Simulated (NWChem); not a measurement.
## Basis-set convergence for hydrogen telluride (H₂Te)

```xyz
3

Te     0.0000     0.0000    -0.0435
H     -1.1788     0.0000     1.1300
H      1.1788     0.0000     1.1300
```
Charge 0, spin multiplicity 1.

Program: NWChem. Structure: optimised with PBE0/def2-SVP with def2 effective core potentials on Te, a minimum by its harmonic frequencies.

Quantity: vertical ionisation energy at the level ΔMP2 (Δ: difference of total energies, the cation a doublet at the parent's geometry with its hole in an orbital of symmetry b2 (C2v labels); it is the state that the SCF runs reached, from PBE0 orbitals for Hartree-Fock references, and need not be the lowest).

Effective core potentials replace the inner electrons of Te; spin-orbit coupling is left out. The correlated methods keep 4 core orbitals frozen. The stability of the SCF solutions was not checked. Open-shell Hartree-Fock references start from PBE0 orbitals; any time given for them includes that run.

Costs are rough ratios of processor time within this set of runs, SCF included, with def2-SVP as 1.

Task: In def2-QZVP the value is 9.11 eV. Among def2-SVP, def2-SVPD, def2-TZVP, def2-TZVPD, def2-TZVPP, which is the smallest basis within 0.05 eV of it?

Result: No smaller set comes that close. def2-QZVP isn't the basis-set limit itself, and a small set can land close by cancellation.

| basis | functions | vertical ionisation energy (eV) | relative cost |
|---|---|---|---|
| def2-SVP | 36 | 8.69 | 1 |
| def2-SVPD | 51 | 8.78 | under 3 |
| def2-TZVP | 62 | 8.95 | under 3 |
| def2-TZVPD | 77 | 8.98 | 3 |
| def2-TZVPP | 78 | 8.99 | 3 |
| def2-QZVP | 142 | 9.11 | 20 |
